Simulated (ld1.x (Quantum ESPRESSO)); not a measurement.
**Building the ultrasoft potential for W (PBE, non-relativistic).**

ld1.x (Quantum ESPRESSO) 7.5 input, shortened:

```
&input
   title='W', zed=74., rel=0, dft='PBE', iswitch=3,
   config='[Xe] 4f14 5d4 6s2 6p0'
 /
 &inputp
   pseudotype=3, tm=.true., lloc=-1, rcloc=3.50,
   nlcc=.false.,
   which_augfun='PSQ', rmatch_augfun_nc=.true.
 /
8
6S  1  0   2.00   0.00  2.50  3.45  0.0
6S  1  0   0.00   1.20  2.50  3.45  0.0
6P  2  1   0.00   0.00  3.55  3.85  0.0
6P  2  1   0.00   0.90  3.55  3.85  0.0
5D  3  2   4.00   0.00  1.70  1.80  0.0
5D  3  2   0.00  -0.05  1.70  1.80  0.0
4F  4  3  14.00   0.00  0.75  0.90  0.0
4F  4  3   0.00  -2.40  0.75  0.90  0.0
 &test
   configts(1)='4f14 5d4 6s2 6p0'
 /
```

All-electron outer shells of the reference configuration (PBE, non-relativistic, ld1.x):

| shell | level (eV) | outermost node (bohr) | outermost maximum (bohr) |
| --- | --- | --- | --- |
| 5s | -65.03 | 0.58 | 1.05 |
| 4f | -41.90 | – | 0.42 |
| 5p | -40.76 | 0.59 | 1.13 |
| 5d | -5.80 | 0.63 | 1.47 |
| 6s | -4.75 | 1.41 | 2.95 |
| 6p | -1.49 | 1.59 | 3.84 |

Task: Estimate the cutoffs (Ry, on a coarse ladder) from which the occupation-weighted sum of valence levels, in a spherical-Bessel basis at the reference potential, stays within 10 and 1 mRy of its value at 400 Ry.

Result: 260 Ry and over 300 Ry.

Task: Does the potential have ghost states?

Result: No extra level below or beside the all-electron valence levels (s, p, d, f tested).

Task: Is the overlap operator S = 1 + Σ q|β⟩⟨β| positive definite (Bessel basis up to 400 Ry)?

Result: Yes: its lowest eigenvalue is 0.56 (p channel).

Task: Which valence shell sets the plane-wave cutoff?

Result: 4f: its level needs 260 Ry to come within 1 mRy, against 35 Ry for 5d.

Task: Tests: 4f14 5d4 6s1 6p0; 4f14 5d4 6s0 6p0; 4f14 5d3 6s0 6p0; 4f14 5d5 6s0 6p0; 4f14 5d4 6s0 6p1; 4f14 5d3 6s2 6p0; 4f14 5d4 6s1 6p1. Which has the largest error in its energy relative to the reference configuration, and how large is it?

Result: 4f14 5d3 6s0 6p0, with +121 meV (all-electron minus pseudo) on +47.70 eV.
